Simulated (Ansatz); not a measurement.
```yaml
crystal:
  periodic: [false, false, false]
  atoms:
    - {symbol: B, position_ang: [-0.003101, 0.003404, -1.017179]}
    - {symbol: P, position_ang: [0.000425, -0.002163, 0.692412]}
    - {symbol: F, position_ang: [-1.275744, 0.075740, 1.378006]}
    - {symbol: F, position_ang: [0.712400, 1.063223, 1.372510]}
    - {symbol: F, position_ang: [0.573329, -1.152529, 1.365385]}
    - {symbol: H, position_ang: [1.087040, -0.052259, -1.263266]}
    - {symbol: H, position_ang: [-0.498362, 0.976356, -1.260979]}
    - {symbol: H, position_ang: [-0.595970, -0.911773, -1.266889]}
basis:
  gaussian: {orbitals: STO-3G}
hamiltonian: {xc: {name: wB97X}}
accuracy: high
scf: {lower_state_search: full}
output: {forces: true}
```

```sh
$ ansatz run in.yaml --threads 4 --pin off --events-out ev --progress --plain --max-ram 3916MiB
```

It prints (some lines left out):

```
Functional definition: wB97X
689 factors; integrals over basis functions are off by at most 3.9e-8 eV
216 factors; integrals over basis functions are off by at most 1.1e-9 eV
mean field evaluation 1: about -17923.9046 eV, gradient 3.2e1 eV
mean field evaluation 2: about -17923.8923 eV, gradient 3.2e1 eV
mean field evaluation 4: about -17927.6283 eV, gradient 7.5e-1 eV
mean field evaluation 8: about -17927.6288 eV, gradient 3.1e-3 eV
mean field evaluation 16: about -17927.6288 eV, gradient 5.8e-8 eV
mean field -17927.62877691 eV, -658.8282057684 hartree, gradient 5.3e-8 eV, S^2 0.000000; 0 other end points of the search recorded, 0 dependent functions left out
reference -17927.62877550 eV, -658.8282057163 hartree; 25, 25 occupied and 7, 7 virtual orbitals, 689 factors
Total energy: -17927.62877550 eV, -658.8282057163 hartree
Atom 0 at    -0.003101     0.003404    -1.017179 Å, force     0.000027     0.008059    -2.636829 eV/Å
Atom 1 at     0.000425    -0.002163     0.692412 Å, force    -0.055456     0.032657    -8.962750 eV/Å
Atom 2 at    -1.275744     0.075740     1.378006 Å, force    -9.878421     0.603717     4.872572 eV/Å
Atom 3 at     0.712400     1.063223     1.372510 Å, force     5.509572     8.250511     4.838990 eV/Å
Atom 4 at     0.573329    -1.152529     1.365385 Å, force     4.434744    -8.905422     4.784781 eV/Å
Atom 5 at     1.087040    -0.052259    -1.263266 Å, force     1.465857    -0.073451    -0.968915 eV/Å
Atom 6 at    -0.498362     0.976356    -1.260979 Å, force    -0.671467     1.315950    -0.960223 eV/Å
Atom 7 at    -0.595970    -0.911773    -1.266889 Å, force    -0.804856    -1.232021    -0.967625 eV/Å
Dipole moment:     0.000734    -0.002316     0.734571 e Å
```

Run time 13 s (4 threads of Intel Xeon on a shared host).
